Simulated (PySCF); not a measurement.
Static response to an electric field

C5H12Si.
Structure used (GFN2-xTB), in Å, numbered top down from 1:
```xyz
18
C5H12Si angstrom
C      0.7761   -0.9409    1.7742
C      0.5340   -0.3257    0.6234
Si     1.9898    0.2224   -0.4551
C     -0.8867   -0.0730    0.1872
C     -1.1423    1.4228    0.0066
C     -1.1957   -0.8359   -1.1006
H      1.7786   -1.1398    2.1174
H     -0.0151   -1.2762    2.4300
H      2.8124   -0.9496   -0.7687
H      1.5559    0.8330   -1.7149
H      2.7848    1.2064    0.2862
H     -1.5601   -0.4421    0.9720
H     -0.5250    1.8264   -0.7924
H     -2.1871    1.6000   -0.2412
H     -0.9088    1.9584    0.9242
H     -2.2363   -0.6922   -1.3850
H     -1.0181   -1.9000   -0.9601
H     -0.5650   -0.4877   -1.9148
```

Level: wB97X-D/def2-SVPD (PySCF), static field, nuclei fixed, core orbitals frozen in the response. The polarisability tensor in these axes (au):

```
x   91.33 -0.91  1.58
y   -0.91 81.16 -7.24
z    1.58 -7.24 90.55
```

Q: Diagonalise the tensor; give its mean and Δα, where Δα² is half the sum of the squared differences of the eigenvalues.

A: Principal values 77.22, 90.50 and 95.31 au; mean 87.68 au = 12.99 Å³ = 14.46 × 10⁻⁴⁰ C²·m²/J; Δα = 16.22 au (19 % of the mean).

Q: What is the dipole moment, and where does it point?

A: (-0.73, -0.08, 0.18) D, 0.75 D in size, pointing from the negative to the positive side. Measured along this direction, the outermost atoms are H9 and H11 at the negative end and H16 and H14 at the positive end.

Q: Find the Langevin capture rate constant for NO+ (29.998 u) meeting this molecule (100.071 u), k = 2.342 × 10⁻⁹ cm³/s × √(α in Å³ / reduced mass in u).

A: The reduced mass is 23.08 u, so k = 1.76 × 10⁻⁹ cm³/s. The formula leaves out the permanent dipole, which adds to the capture rate.

Q: Traceless (Buckingham) quadrupole moment about the centre of nuclear charge: eigenvalues?

A: -2.29, 0.71, 1.59 D·Å. The values depend on the origin, since the dipole doesn't vanish. The electronic extent ⟨r²⟩ about the same centre is 860 bohr², a root-mean-square distance of 2.07 Å for the 56 electrons.

Q: Refractivity n − 1 of an ideal gas of it at 298.15 K and 1 atm, from the electronic α?

A: N = p/kT = 2.4615 × 10¹⁹ cm⁻³, so n − 1 = 2π × N × 12.99 × 10⁻²⁴ cm³ = 2009 × 10⁻⁶ at long wavelengths.

The structure is a single GFN2-xTB conformer in the gas phase; no vibrational or solvent corrections. GFN2-xTB frequencies show an imaginary mode (70i cm⁻¹), so this geometry is no minimum at that level.

These values come from a run that also computed excited states. On one thread, Arm Neoverse N1 (aarch64), shared host with 64 logical CPUs at a one-minute load of 58, this took 80 s of wall time and 0.91 GiB of memory at its peak.
